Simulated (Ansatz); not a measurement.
Basis sets compared for the cluster Mg₃O₃⁺. The state is a doublet with charge 1. Geometry r2SCAN-D4/def2-SVP. Ansatz on 4 threads of AMD EPYC 7B13 on a shared host; times are rough, and most runs start from earlier orbitals.

| atom | x (Å) | y (Å) | z (Å) |
| --- | --- | --- | --- |
| Mg1 | -0.604 | -1.477 | 1.334 |
| Mg2 | 0.699 | 2.021 | 0.240 |
| Mg3 | -1.415 | -0.892 | -1.235 |
| O4 | 0.792 | -0.323 | -0.324 |
| O5 | -0.078 | 0.583 | -1.092 |
| O6 | 0.607 | 0.088 | 1.077 |

The structure holds 2 bond(s) between oxygen atoms. At PBE-D4/def2-SVP, PBE-D4/def2-TZVP the gap within one spin of the charge 1 doublet nearly closes, so an electron or hole may be smeared out by delocalisation error. Another isomer (doublet) lies 4.10 eV lower at PBE0-D4/def2-TZVP; other spin states weren't run for this one.

```json
{"level": "PBE-D4/def2-SVP", "functions": "96", "energy (Eh)": "-824.6384", "HOMO (eV)": "-7.68", "LUMO (eV)": "-7.66", "wall time": "3.5 s"}
{"level": "PBE0-D4/def2-SVP", "functions": "96", "energy (Eh)": "-824.6625", "HOMO (eV)": "-8.37", "LUMO (eV)": "-7.02", "wall time": "3.6 s"}
```

(1) Estimate the rows for PBE-D4/def2-TZVP (with forces), PBE0-D4/def2-TZVP.

## Answers

(1) 
```
                         level  functions  energy (Eh)  HOMO (eV)  LUMO (eV)  wall time
PBE-D4/def2-TZVP (with forces)        189    -825.1202      -7.66      -7.63       11 s
             PBE0-D4/def2-TZVP        189    -825.1444      -8.41      -6.98      5.5 s
```
